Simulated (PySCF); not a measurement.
C₂H₈AlNO, SMILES C[CH2][Al]([NH2])[OH].

Geometry: PBE0-D3(BJ)/def2-SVP. The structure was generated by enumeration; whether it is a known compound was not checked. Other conformers were not sampled.

Level of theory: TDDFT-ωB97X/def2-SVPD (PySCF).

Vertical excitations. 

| state | energy (eV) | λ (nm) | f | main pairs |
|---|---|---|---|---|
| S1 | 6.27 | 198 | 0.059 | HOMO→LUMO 86 % |
| S2 | 7.09 | 175 | 0.067 | HOMO−1→LUMO 74 % |
| S3 | 7.47 | 166 | 0.017 | HOMO−1→LUMO+1 71 % |
| S4 | 7.66 | 162 | 0.068 | HOMO→LUMO+1 64 %, HOMO−2→LUMO 12 % |
| S5 | 7.76 | 160 | 0.100 | HOMO−2→LUMO 28 %, HOMO→LUMO+3 24 %, HOMO→LUMO+1 16 %, HOMO→LUMO+2 5 % |
| S6 | 8.10 | 153 | 0.067 | HOMO−2→LUMO 20 %, HOMO−3→LUMO 20 %, HOMO→LUMO+3 14 %, HOMO→LUMO+4 10 % |
| S7 | 8.15 | 152 | 0.085 | HOMO−3→LUMO 38 %, HOMO→LUMO+2 14 %, HOMO→LUMO+3 9 %, HOMO−3→LUMO+2 8 % |
| S8 | 8.18 | 152 | 0.014 | HOMO→LUMO+2 45 %, HOMO→LUMO+3 16 %, HOMO→LUMO+5 10 %, HOMO→LUMO+4 10 % |
| S9 | 8.60 | 144 | 0.080 | HOMO−1→LUMO+3 64 % |
| S10 | 8.77 | 141 | 0.031 | HOMO−1→LUMO+2 53 %, HOMO−1→LUMO+4 23 % |
| T1 | 6.07 | 204 | 0 | HOMO→LUMO 81 % |
| T2 | 6.66 | 186 | 0 | HOMO−1→LUMO 60 %, HOMO−1→LUMO+1 10 % |
| T3 | 6.80 | 182 | 0 | HOMO→LUMO+1 70 % |
| T4 | 7.03 | 176 | 0 | HOMO−1→LUMO+1 71 % |
Triplets are in the Tamm–Dancoff approximation, which puts them higher than full response would, so one can lie above its singlet here.
